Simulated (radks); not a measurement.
Values are calculated unless marked as measured or tabulated.
How relativity changes the ionisation of neutral oxygen ([He] 2s2 2p4) to O+ ([He] 2s2 2p3). Spin-unpolarised spherical Kohn-Sham, LDA (Slater exchange, Perdew-Wang correlation), point nucleus unless stated (finite: rms radius 2.6991 fm), a radial shooting solver on a logarithmic mesh with Libxc functionals. A level marked "c x" has the speed of light scaled by that factor and shares open shells by 2j + 1; other Dirac levels either fill j = l - 1/2 first or share by 2j + 1.

| level | E(O) (hartree) | E(O+) (hartree) | IE (eV) | HOMO | <r> HOMO (bohr) |
|---|---|---|---|---|---|
| non-rel. | -74.47069 | -73.86092 | 16.593 | 2p | 1.264 |
| scalar-rel. | -74.52633 | -73.91686 | 16.585 | 2p | 1.264 |
| scalar-rel., finite nucleus | -74.52632 | -73.91685 | 16.585 | 2p | 1.264 |
| Dirac, 2j+1 shares | -74.52634 | -73.91686 | 16.585 | 2p3/2 | 1.265 |
| Dirac, low j first | -74.52724 | -73.91849 | 16.565 | 2p3/2 | 1.265 |
| Dirac, 2j+1 shares, finite nucleus | -74.52633 | -73.91685 | 16.585 | 2p3/2 | 1.265 |
| Dirac, c x 1.25 | -74.50628 | -73.89670 | 16.588 | 2p3/2 | 1.265 |
| Dirac, c x 2 | -74.48459 | -73.87489 | 16.591 | 2p3/2 | 1.264 |
| Dirac, c x 100 | -74.47070 | -73.86092 | 16.593 | 2p3/2 | 1.264 |

NIST Atomic Spectra Database: 13.618 eV (measured). The relativistic part of the total energy of O is -0.05563 hartree (Dirac, 2j+1 shares, finite nucleus), 0.075 % of the non-relativistic value. Spin polarisation and multiplet splitting of open shells are left out at every level.

Beside tabulated values, note that spin-unpolarised runs miss the spin-polarisation part of the exchange energy of open shells.
